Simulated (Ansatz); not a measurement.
System: C2H7BN (charge 0, doublet). It need not be the lowest isomer of its formula. SMILES: CC[B]N
Structure (B3LYP-D3(BJ)/def2-TZVP (Ansatz, a program for electronic structure) minimum search):
```
C
H 1 1.0972
H 1 1.1012 2 105.61
C 1 1.5358 2 108.93 3 117.72
H 4 1.0911 1 110.89 2 62.05
H 4 1.0918 5 107.35 1 -121.67
H 4 1.0919 5 108.10 6 -115.89
B 1 1.5635 2 107.09 3 -117.14
N 8 1.3806 1 127.56 2 102.08
H 9 1.0064 8 123.64 1 -178.49
H 9 1.0146 10 113.09 8 -179.87
```
Charge 0, spin multiplicity 2.

Wanted: atomisation energy (electronic, to ground-state atoms), in kJ/mol. Cores are frozen in the correlated levels unless marked. Open shells are spin-unrestricted. No spin-orbit coupling. No relativistic terms. The coupled-cluster limit lacks core correlation, which all-electron functionals hold. CBS(X,Y): correlation extrapolated as X^-3; Hartree-Fock from the larger set.

```
level             program  atomisation energy (kJ/mol)
----------------  -------  ---------------------------
HF/6-31G*          Ansatz                       3073.0
SVWN5/def2-TZVPD   Ansatz                       4706.1
```

Question: Predict the CCSD(T)/CBS(cc-pVTZ,cc-pVQZ) result (Ansatz).

Answer: 4119.4 kJ/mol, so SVWN5/def2-TZVPD differs from it by 586.7 kJ/mol.
